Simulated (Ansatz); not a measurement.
```yaml
crystal:
  periodic: [false, false, false]
  atoms:
    - {symbol: N, position_ang: [-1.082447, 0.555064, 0.789697]}
    - {symbol: Mo, position_ang: [-0.103522, 0.073371, -0.531724]}
    - {symbol: N, position_ang: [1.289229, -0.714475, 0.081556]}
    - {symbol: F, position_ang: [-1.060938, -1.145986, -1.552255]}
    - {symbol: F, position_ang: [0.441509, 1.597832, -1.439407]}
    - {symbol: H, position_ang: [-1.294196, 0.630564, 1.775795]}
    - {symbol: H, position_ang: [1.871666, -1.064368, 0.830740]}
basis:
  gaussian: {orbitals: cc-pVTZ-DK}
total_charge: -1
magnetization: {spin_polarized: true, initial_magnetization: 1}
hamiltonian: {xc: {name: rPW86-PBE}}
output: {forces: true}
```

```sh
$ ansatz run in.yaml --threads 4 --pin off --events-out ev --progress --plain --max-ram 10444MiB
```

Output, abridged:

```
Functional definition: rPW86-PBE
1368 factors; their error is unknown
mean field evaluation 1: about -118648.5577 eV, gradient 7.8e1 eV
mean field evaluation 2: about -118343.8381 eV, gradient 2.5e2 eV
mean field evaluation 4: about -118663.0574 eV, gradient 4.6e1 eV
mean field evaluation 8: about -118671.4208 eV, gradient 1.5e0 eV
mean field evaluation 16: about -118671.3784 eV, gradient 9.4e-3 eV
mean field evaluation 32: about -118671.3784 eV, gradient 8.8e-6 eV
mean field -118671.37836087 eV, -4361.0927164126 hartree, gradient 8.8e-6 eV, S^2 0.752579; 10 other end points of the search recorded, 0 dependent functions left out
reference -118671.37849916 eV, -4361.0927214947 hartree; 39, 38 occupied and 186, 187 virtual orbitals, 1368 factors
Total energy: -118671.37849916 eV, -4361.0927214947 hartree
Relativity: scalar
Atom 0 at    -1.082447     0.555064     0.789697 Å, force    -2.874572     1.486565     2.129495 eV/Å
Atom 1 at    -0.103522     0.073371    -0.531724 Å, force     0.051963    -0.038541     0.240278 eV/Å
Atom 2 at     1.289229    -0.714475     0.081556 Å, force     3.384848    -1.864266     0.259262 eV/Å
Atom 3 at    -1.060938    -1.145986    -1.552255 Å, force    -1.524829    -1.879762    -1.736976 eV/Å
Atom 4 at     0.441509     1.597832    -1.439407 Å, force     0.819568     2.401803    -1.561004 eV/Å
Atom 5 at    -1.294196     0.630564     1.775795 Å, force     0.133699    -0.086263     0.315615 eV/Å
Atom 6 at     1.871666    -1.064368     0.830740 Å, force     0.009322    -0.019536     0.353329 eV/Å
Dipole moment:    -0.039445     0.029150    -0.183557 e Å
```

Hardware: 4 threads of an Arm Neoverse V1 on a shared host. Wall time 34 s, peak host memory 0.65 GiB.
